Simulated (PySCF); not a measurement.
## Calculated data, BGeH3OSi

Calculation on a computer-drawn molecule: the log of a Hartree-Fock and frozen-core CCSD(T) single point meant for a local Hartree-Fock minimum, with one planted fault or none, to be diagnosed. Offsets are logged minus clean, where the clean run is the same molecule without the fault. The reference is restricted for singlets and unrestricted otherwise, and also for a bond in bohr or an excited solution. Adding or removing an electron swaps singlet and doublet. The excited solution moves the top pair (singlet) or top alpha electron (doublet) to the lowest empty orbital. Highest occupied and lowest empty are orbital energies over both spins, largest force is the largest gradient component, triples share is (T) over the correlation energy, the T1 limit is 0.02 restricted and 0.045 unrestricted, electrons count all cores, a negative frequency is imaginary (commonest isotopes), and the dipole is about the centre of nuclear charge; on germanium a core potential holds 10 electrons, which the energies leave out, and 3d is frozen in MP2 and coupled-cluster steps. Program: PySCF 2.14.0.

```json
{"formula": "BGeH3OSi", "logged_structure": {"atoms_angstrom": [["O", 1.9225, -0.1102, -1.312], ["B", 1.2092, 0.5246, -0.6054], ["Si", -0.0731, 1.5339, 0.583], ["Ge", -2.3413, 0.5184, 0.3517], ["H", -0.0577, 2.9472, 0.134], ["H", 0.4748, 1.4613, 1.957], ["H", -2.3726, 0.9285, -1.1754]]}, "given": {"meant_charge": 0, "meant_multiplicity": 1, "meant_basis": "cc-pV(D+d)Z", "meant_basis_and_core_potential_on_germanium": "cc-pVDZ-PP ECP10MDF", "logged_electrons": 61, "logged_basis_functions": 89, "logged_SCF_converged": "yes", "logged_spin_squared": 0.775, "logged_highest_occupied [eV]": -16.952, "logged_lowest_empty [eV]": -7.4244, "logged_largest_force [hartree/bohr]": 0.041255, "logged_T1_diagnostic": 0.02313, "logged_D1_diagnostic": 0.064011, "logged_triples_share": 0.034556, "logged_CC_converged": "yes", "logged_dipole_magnitude [debye]": 6.7751, "logged_SCF_stable_within_its_kind": "yes", "logged_energy_HF [hartree]": -683.32879, "logged_energy_CCSD(T) [hartree]": -683.79565, "possible_faults": "no fault, one electron removed, one electron added, multiplicity raised by two, geometry at a saddle point, SCF held on an excited solution, minimal basis STO-3G, one bond length entered in bohr, all coordinates scaled", "drawn_bonds_atom": [1, 2, 3, 3, 3, 4], "drawn_bonds_other_atom": [2, 3, 4, 5, 6, 7], "drawn_bonds_order": [2, 1, 1, 1, 1, 1]}, "results": {"planted_fault": "one electron removed", "HF_energy_offset_from_clean_run [kcal/mol]": 191.1, "CCSD(T)_energy_offset_from_clean_run [kcal/mol]": 206.1}}
```
